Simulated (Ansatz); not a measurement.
A CCSD(T) single point on `O=CC[SiH](O)Cl`.

```yaml
crystal:
  periodic: [false, false, false]
  atoms:
    - {symbol: O, position_ang: [-1.505361, 2.024701, 0.951186]}
    - {symbol: C, position_ang: [-1.300807, 0.841847, 0.999645]}
    - {symbol: C, position_ang: [0.051534, 0.221127, 0.881155]}
    - {symbol: Si, position_ang: [0.438758, -0.305484, -0.868104]}
    - {symbol: O, position_ang: [1.887962, -1.052451, -0.792335]}
    - {symbol: Cl, position_ang: [-1.018176, -1.600527, -1.527206]}
    - {symbol: H, position_ang: [-2.141404, 0.126686, 1.115613]}
    - {symbol: H, position_ang: [0.820067, 0.941569, 1.174471]}
    - {symbol: H, position_ang: [0.124408, -0.678329, 1.500482]}
    - {symbol: H, position_ang: [0.439292, 0.828867, -1.816126]}
    - {symbol: H, position_ang: [2.269030, -1.404907, -1.598280]}
basis:
  gaussian: {orbitals: def2-TZVPP}
correlation: {method: ccsd_t}
```

```sh
$ ansatz run in.yaml --threads 4 --pin off --events-out ev --progress --plain --max-ram 10444MiB
```

The program prints (abridged):

```
Functional definition: HF
1670 factors; integrals over basis functions are off by at most 1.1e-3 eV
mean field evaluation 1: about -26580.9202 eV, gradient 5.1e1 eV
mean field evaluation 2: about -26581.2502 eV, gradient 5.1e1 eV
mean field evaluation 4: about -26586.4865 eV, gradient 5.1e0 eV
mean field evaluation 8: about -26586.6002 eV, gradient 6.2e-1 eV
mean field evaluation 16: about -26586.6028 eV, gradient 5.1e-6 eV
mean field -26586.60275326 eV, -977.0396301356 hartree, gradient 5.1e-6 eV, S^2 0.000000; 0 other end points of the search recorded, 0 dependent functions left out
14 core orbitals not correlated: weight in the atoms' cores, before any rotation towards them, 1.000 or more for the frozen orbitals, at most 0.000 for the correlated occupied ones
reference -26586.60275326 eV, -977.0396301356 hartree; 18, 18 occupied and 246, 246 virtual orbitals, 1670 factors
second order -29.96061174 eV of doubles, -0.00000000 eV of singles
cycle   1  -30.20691118 eV  change   -2.5e-1 eV  update   1.2e-1
cycle   2  -30.91250196 eV  change   -7.1e-1 eV  update   3.7e-2
cycle   3  -31.09233071 eV  change   -1.8e-1 eV  update   1.9e-2
cycle   4  -31.07565130 eV  change    1.7e-2 eV  update   4.8e-3
cycle   5  -31.07297190 eV  change    2.7e-3 eV  update   2.2e-3
cycle   6  -31.07423480 eV  change   -1.3e-3 eV  update   7.0e-4
cycle   7  -31.07404090 eV  change    1.9e-4 eV  update   2.7e-4
cycle   8  -31.07393914 eV  change    1.0e-4 eV  update   9.3e-5
cycle   9  -31.07398061 eV  change   -4.1e-5 eV  update   4.2e-5
cycle  10  -31.07400094 eV  change   -2.0e-5 eV  update   2.1e-5
perturbative correction -1.28250491 eV, -0.0471311862 hartree
Total energy: -26618.95925910 eV, -978.2287097934 hartree
```

It took 5.8 min on 4 threads of an Arm Neoverse V1 on a shared host, with 7.8 GiB of host memory at the peak.

The correlation energy is -32.357 eV, 4.0 % of it from (T); the T1 diagnostic reads 0.0129.
